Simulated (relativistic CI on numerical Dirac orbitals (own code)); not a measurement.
**Level scheme of La12+**

Computed by Dirac-Coulomb-Breit CI, KLI orbitals optimised for each configuration, QED by a radiative potential, unscaled Slater integrals (own radial code, finite nucleus).

Configurations in the expansion (outside the closed core [Ar] 3d10): 4s2.4p6.4d9, 4s2.4p5.4d10, 4s2.4p6.4d8.4f, 4s2.4p6.4d8.5s, 4s.4p6.4d10, 4s2.4p6.4d8.5p, 4s2.4p5.4d9.4f, 4s2.4p6.4d7.4f.5s, 4s2.4p6.4d8.5d, 4s2.4p6.4d7.5s.5p, 4s.4p6.4d9.4f, 4s2.4p6.4d8.6s, 4s2.4p6.4d8.5f, 4s2.4p5.4d9.5s, 4s2.4p6.4d8.6p, 4s2.4p6.4d8.5g, 4s2.4p6.4d8.6d, 4s2.4p5.4d9.5p, 4s2.4p6.4d8.7s, 4s2.4p6.4d8.6f, 4s2.4p6.4d8.7p, 4s2.4p5.4d9.5d, 4s.4p6.4d9.5s, 4s2.4p6.4d7.5s2, 4s2.4p6.4d6.4f.5s2, 4s2.4p6.4d6.5s2.5p, 4s2.4p5.4d7.4f.5s2, 4p6.4d9.4f2, 4p5.4d10.4f2, 4p6.4d8.4f3, 4p6.4d8.4f2.5s, 4p6.4d8.4f2.5p, 4p5.4d9.4f3. Double excitations out of closed p, d and f shells are left out; levels of such configurations are missing from the list, as are those of other unlisted configurations, and high levels can miss mixing partners. These lack a partner that the ground configuration has and come out too high: 4s2.4p6.4d8.5d, 4s2.4p6.4d8.6s, 4s2.4p6.4d8.5f, 4s2.4p5.4d9.5s, 4s2.4p6.4d8.6p.

The lowest level is 4s2.4p6.4d9 2D_5/2, with 99 % of that term; Hund's rules for 4s2.4p6.4d9 give 2D with J = 5/2, in agreement.

```
No.   Configuration  Term     J  E (cm⁻¹)    %     Next component (%)  Lifetime (s)
  1     4s2.4p6.4d9    2D   5/2         0   99                                     
  2     4s2.4p6.4d9    2D   3/2     25133  100                             3.90e-03
  3    4s2.4p5.4d10   2P°   3/2    764936   72  27 4s2.4p6.4d8.4f 2P°      4.81e-10
  4  4s2.4p6.4d8.5s    4F   9/2    769671   97                   3 2G      1.46e-05
  5  4s2.4p6.4d8.5s    4F   7/2    777686   54                  42 2F      3.62e-07
  6  4s2.4p6.4d8.5s    2D   5/2    789257   38                  36 4F      1.06e-06
  7  4s2.4p6.4d8.5s    2D   3/2    790663   45                  41 4F      5.91e-07
  8  4s2.4p6.4d8.5s    2F   7/2    797260   54                  45 4F      2.73e-07
  9  4s2.4p6.4d8.5s    4F   5/2    797327   50                  26 2F      5.35e-07
 10  4s2.4p6.4d8.5s    4P   3/2    811991   43                  35 4F      6.73e-07
 11  4s2.4p6.4d8.5s    2F   5/2    812524   46                  44 4P      3.07e-07
 12  4s2.4p6.4d8.5s    4P   1/2    814691   88                  10 2S      2.30e-06
 13  4s2.4p6.4d8.5s    4P   3/2    821457   52                  29 2P      3.96e-07
 14  4s2.4p6.4d8.4f   4F°   7/2    826618   71                 19 4D°      5.43e-09
 15  4s2.4p6.4d8.4f   4F°   5/2    827692   54                 26 4D°      1.93e-07
 16  4s2.4p6.4d8.5s    2G   9/2    829018   97                   3 4F      3.80e-07
 17  4s2.4p6.4d8.5s    2G   7/2    829448   95                   4 2F      3.72e-07
 18  4s2.4p6.4d8.4f   4F°   9/2    829759   91                  6 4G°      3.98e-05
 19  4s2.4p6.4d8.5s    2P   1/2    830579   92                   4 2S      1.32e-07
 20  4s2.4p6.4d8.4f   2P°   1/2    833869   65    15 4s2.4p5.4d10 2P°      3.20e-10
 21  4s2.4p6.4d8.4f   4D°   3/2    834147   39                 31 4F°      1.81e-07
 22  4s2.4p6.4d8.5s    2D   5/2    834936   49                  26 2F      3.25e-07
 23  4s2.4p6.4d8.5s    2P   3/2    836574   44                  43 2D      2.16e-07
 24  4s2.4p6.4d8.4f   4D°   5/2    838467   37                 25 4P°      1.13e-09
 25  4s2.4p6.4d8.4f   4D°   7/2    841183   72                 13 4F°      1.72e-08
 26  4s2.4p6.4d8.4f   4I°  15/2    842721   95                  5 2K°              
 27  4s2.4p6.4d8.4f   4F°   3/2    843805   61                 23 4P°      2.25e-09
 28  4s2.4p6.4d8.4f   4H°  13/2    845922   50                 43 4I°      1.89e+00
 29  4s2.4p6.4d8.4f   4D°   1/2    849935   69                 12 2P°      4.93e-10
 30  4s2.4p6.4d8.4f   4H°  11/2    849964   51                 35 4G°      2.84e-05
 31  4s2.4p6.4d8.4f   4H°  13/2    851787   39                 34 2I°      1.28e-01
 32  4s2.4p6.4d8.4f   2D°   3/2    854995   34                 28 4P°      8.58e-10
 33  4s2.4p6.4d8.4f   4H°   9/2    855636   38                 29 4G°      8.39e-06
 34  4s2.4p6.4d8.4f   2F°   5/2    856847   46                 30 4P°      2.61e-09
 35  4s2.4p6.4d8.4f   4I°  11/2    858956   45                 38 4G°      1.52e-05
 36  4s2.4p6.4d8.4f   4P°   5/2    860738   33                 18 4D°      3.57e-09
 37  4s2.4p6.4d8.4f   4P°   1/2    861942   71                 17 4D°      8.67e-09
 38  4s2.4p6.4d8.4f   2D°   3/2    864285   40                 36 4D°      2.01e-08
 39  4s2.4p6.4d8.4f   4I°   9/2    864681   47                 16 2H°      1.00e-05
 40  4s2.4p6.4d8.4f   4H°   7/2    865536   48                 40 2G°      8.50e-09
 41  4s2.4p6.4d8.4f   4G°   7/2    866400   66                 18 2F°      1.51e-09
 42  4s2.4p6.4d8.4f   2P°   3/2    867544   72                 18 2D°      2.68e-09
 43  4s2.4p6.4d8.4f   2S°   1/2    867622   56                 22 2P°      6.50e-10
 44  4s2.4p6.4d8.4f   2G°   9/2    868528   39                 26 4G°      2.02e-05
 45  4s2.4p6.4d8.4f   4I°  11/2    869464   38                 32 4H°      2.82e-05
```

Energies count from the lowest computed level; ° marks odd parity; lifetimes are radiative, by E1, M1, E2, M2, E3 decay to levels of this space only; some are left blank where a channel outside the calculation adds to the decay or the decay crosses a small, uncertain gap.

The mean weight of the leading LS term, summed over parents, in these 45 levels is 60 %, and that of the leading jj configuration (from the same eigenvectors) 66 %.

At this charge energies of transitions that change n are usually good to better than 1 %, and those within a shell (Δn = 0) to a few per cent. Levels and lines within the n = 5 or 6 shells can be off by up to 10 % or somewhat more, and those that change n by about 2 %, since core polarisation is missing.

LS names give the leading component of a level, which can be under half, so a name can repeat, a term be missing and a line seem to break the LS rules.
